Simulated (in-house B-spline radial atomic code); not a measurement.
Values are calculated unless marked as measured or tabulated.
**Correlation energy from the adiabatic connection: −V exp(−r²/w²), V = 0.838, w = 12.4**

Two electrons in a singlet, external potential −V exp(−r²/w²), V = 0.838, w = 12.4 (atomic units). Full CI in B-splines (partial waves to l = 8, correlation up to 0.6 % small) with the density held fixed gives W(λ) = <V_ee>_λ − U, and E_c is the integral of W(λ) − W(0) from 0 to 1.

| λ | W(λ) − W(0) (hartree) |
| --- | --- |
| 0 | 0.00000 |
| 0.02 | -0.00201 |
| 0.05 | -0.00485 |
| 0.12 | -0.01077 |
| 0.25 | -0.01963 |
| 0.4 | -0.02732 |
| 0.6 | -0.03480 |
| 0.8 | -0.04026 |
| 1 | -0.04442 |

**Question.** Integrate the table by the trapezoid rule.

**Answer.** The strips give -0.00002, -0.00010, -0.00055, -0.00198, -0.00352, -0.00621, -0.00751, -0.00847, which sum to -0.02835 hartree. The direct value, W(1) − W(0) + T_c with T_c = 0.01592, is -0.02850; the curve is convex, so chords lie above it and the trapezoids fall short in size by 0.52 %.

**Question.** Now use only three numbers: W(0) = -0.20391, the initial slope W'(0) = -0.1027 (extrapolated from the first points) and the strong-coupling limit of the point-charge-plus-continuum model, W∞ = -0.27787. What do second-order theory and the interpolation W(λ) = W∞ + (W(0) − W∞)/√(1 + 2χλ) of Seidl, Perdew and Levy give?

**Answer.** Second order keeps the slope alone: E_c = W'(0)/2 = -0.05135, +80 % in size against -0.02850. Matching the slope fixes χ = W'(0)/(W∞ − W(0)) = -0.1027/(-0.07396) = 1.38859. Integrating, with s = √(1 + 2χ) = 1.943496, E_c = −(W(0) − W∞)(s − 1)/(s + 1) = −0.07396 × 0.943496/2.943496 = -0.02371 hartree, -16.8 % in size against the full result. At λ = 1 the formula gives W − W(0) = -0.03590 against -0.04442. Part of the miss can come from the model's W∞.
